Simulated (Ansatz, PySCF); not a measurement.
System: sum formula SiAsH4, charge 0, multiplicity 2. It need not be the lowest isomer of its formula. 
Coordinates optimised at B3LYP-D3(BJ)/def2-TZVP (Ansatz, a first-principles code):
SMILES: [SiH3][AsH]
```xyz
6

Si    -1.5078     0.1377     0.3505
As     0.7860    -0.1027    -0.2172
H     -2.3121    -0.7446    -0.5262
H     -1.9512     1.5403     0.1591
H     -1.7412    -0.2460     1.7643
H      1.1758     0.9123     0.8614
```
Charge 0, spin multiplicity 2.

Property: atomisation energy (electronic, to ground-state atoms), in kJ/mol. Cores are frozen in the correlated levels unless marked. UHF or UKS for open shells. No spin-orbit coupling. The frozen core is the preceding noble-gas configuration, with the filled d and f shells of earlier blocks. Non-relativistic. The coupled-cluster limit lacks core correlation, which all-electron functionals hold. CBS marks a two-point X^-3 extrapolation of the correlation energy; Hartree-Fock from the larger set. [CCSD(T)-MP2]/basis is that difference in the basis named.

```csv
level,program,atomisation energy (kJ/mol)
B3LYP-D3(BJ)/def2-TZVPD,Ansatz + dftd3,1524.2
PBE0/def2-QZVPP,Ansatz,1476.4
MN15/def2-TZVPD,PySCF,1503.4
LC-wPBE-D3(BJ)/def2-TZVPD,Ansatz + dftd3,1483.4
LC-wPBE-D4/def2-TZVPD,Ansatz + dftd4,1483.8
RI-MP2/def2-TZVPP,Ansatz,1413.1
RI-MP2/def2-QZVPPD,Ansatz,1439.2
"RI-MP2/CBS(def2-TZVPPD,def2-QZVPPD)",Ansatz,1455.3
SCS-MP2/STO-3G,Ansatz,1763.7
SCS-MP2/def2-TZVPPD,Ansatz,1452.8
CCSD/6-31G,Ansatz,1135.9
CCSD(T)/6-31G,Ansatz,1140.7
CCSD(T)/6-31G*,Ansatz,1272.2
CCSD(T)/def2-TZVPP,Ansatz,1454.3
"RI-MP2/CBS(def2-TZVPPD,def2-QZVPPD)+[CCSD(T)-MP2]/def2-TZVPPD",Ansatz,1496.6
```
